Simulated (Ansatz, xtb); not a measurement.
**Two isomers of C3H11NSi**

We compare X, `C[SiH](C)CN`, a singlet, with Y, `CC[Si@@H](C)N`, a singlet. Both are isolated molecules in the gas phase, relaxed with B3LYP-D3(BJ)/def2-SVP; each stands in its lowest conformer found.

Quicker runs give these differences E(Y) − E(X): GFN2-xTB −107.3 kJ/mol; HF/STO-3G −46.2 kJ/mol (at GFN2-xTB geometries); r2SCAN-D4/def2-SVP −82.7 kJ/mol (at GFN2-xTB geometries).

**Question.** Estimate E(Y) − E(X) at the level CCSD(T)/def2-SVP + ΔMP2/def2-TZVPP.

**Answer.** Calculated at CCSD(T)/def2-SVP + ΔMP2/def2-TZVPP: E(Y) − E(X) = −91.6 kJ/mol, so structure Y lies lower.

Level by level:

| level | geometry | E(Y) − E(X) (kJ/mol) | departure from the last row (kJ/mol) | job, with rough time for the two |
| --- | --- | --- | --- | --- |
| GFN2-xTB | GFN2-xTB | −107.3 | −15.7 | optimisation, 0.52 s |
| HF/STO-3G | GFN2-xTB | −46.2 | +45.5 | single point, 1.3 s |
| r2SCAN-D4/def2-SVP | GFN2-xTB | −82.7 | +9.0 | single point, 11 s |
| B3LYP-D3(BJ)/def2-SVP | B3LYP-D3(BJ)/def2-SVP | −81.1 | +10.6 | optimisation, 1.9 min |
| HF/def2-SVP | B3LYP-D3(BJ)/def2-SVP | −87.9 | +3.8 | part of the CCSD(T) run |
| MP2/def2-SVP | B3LYP-D3(BJ)/def2-SVP | −88.4 | +3.2 | part of the CCSD(T) run |
| CCSD(T)/def2-SVP | B3LYP-D3(BJ)/def2-SVP | −83.9 | +7.7 | single point |
| CCSD(T)/def2-SVP + ΔMP2/def2-TZVPP | B3LYP-D3(BJ)/def2-SVP | −91.6 |  | single point, 2.2 min |

As drawn, Y has 1 C–C, 1 N–Si in place of 1 C–Si, 1 C–N.

The levels shown agree on the order. The largest departure from CCSD(T)/def2-SVP + ΔMP2/def2-TZVPP is that of HF/STO-3G, 45.5 kJ/mol. The last row adds to CCSD(T) the change of the MP2 difference between the two basis sets, here −7.7 kJ/mol.

With thermal terms from frequencies at re-optimised GFN2-xTB minima (ideal gas, soft modes damped towards free rotors, one conformer each, 298.15 K, 1 atm): on the last row, ΔE + ΔZPE = −89.8, ΔH = −90.2, ΔG = −88.4 kJ/mol.

The correlated steps freeze 9 core orbitals. Mirror images aren't counted in ΔG. Run with Ansatz 0.2.0, xtb 6.7.1; the last row on 2 threads of AMD EPYC (Zen 3) on a shared host.
